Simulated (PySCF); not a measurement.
## Tc (technetium, neutral): PBE calculation

Configuration: [Kr] 4d4 5s2 6s1, high-spin 6D determinant (an excited configuration). Computed with PySCF 2.14 in dyall-av2z, with the non-relativistic Hamiltonian (point nucleus).

| Item | Value |
| --- | --- |
| Total energy | -4206.00 hartree |
| One-electron energy | -5793.25 hartree |
| Hartree (Coulomb) energy | 1712.81 hartree |
| Exchange-correlation energy | -125.56 hartree |
| Kinetic energy | 4204.06490 hartree |
| ⟨S²⟩ | 8.7528 |
| ⟨L²⟩ | 6.023 |
| Sum of ⟨r⟩ | 38.97 bohr |
| Sum of ⟨r²⟩ | 136.9 bohr² |
| Traceless quadrupole moment −½Σ⟨3z² − r²⟩ along its main axis | 0.313 e·bohr² |
| Density at the nucleus (Gaussians lack the cusp) | 55300 bohr⁻³ |
| Spin density at the nucleus | 0.587 bohr⁻³ |
| Langevin diamagnetic susceptibility | -108 ×10⁻⁶ cm³/mol |

| shell | electrons | mean orbital energy (hartree) | spread (hartree) | rms radius, mean of both spins (bohr) |
| --- | --- | --- | --- | --- |
| 1s β | 1 | -747.02538 | 0 | 0.0410 |
| 1s α | 1 | -747.02526 | 0 | 0.0410 |
| 2s α | 1 | -104.99540 | 0 | 0.168 |
| 2s β | 1 | -104.97379 | 0 | 0.168 |
| 2p α | 3 | -96.96043 | 0.00673 | 0.146 |
| 2p β | 3 | -96.94467 | 0.01051 | 0.146 |
| 3s α | 1 | -18.48462 | 0 | 0.457 |
| 3s β | 1 | -18.47428 | 0 | 0.457 |
| 3p α | 3 | -15.36627 | 0.01676 | 0.454 |
| 3p β | 3 | -15.35411 | 0.02052 | 0.454 |
| 3d α | 5 | -9.64501 | 0.01512 | 0.436 |
| 3d β | 5 | -9.62575 | 0.02427 | 0.436 |
| 4s α | 1 | -2.89015 | 0 | 1.15 |
| 4s β | 1 | -2.78482 | 0 | 1.15 |
| 4p α | 3 | -1.97521 | 0.02219 | 1.25 |
| 4p β | 3 | -1.86478 | 0.04938 | 1.25 |
| 4d α | 4 | -0.56528 | 0.03052 | 1.71 |
| 5s α | 1 | -0.34441 | 0 | 3.24 |
| 5s β | 1 | -0.30333 | 0 | 3.24 |
| 6s α | 1 | -0.06041 | 0 | 9.40 |

A non-relativistic calculation at this Z misses sizeable relativistic shifts. The outer electron is Rydberg-like, and this basis confines it to a smaller radius and binds it less than a complete one would.
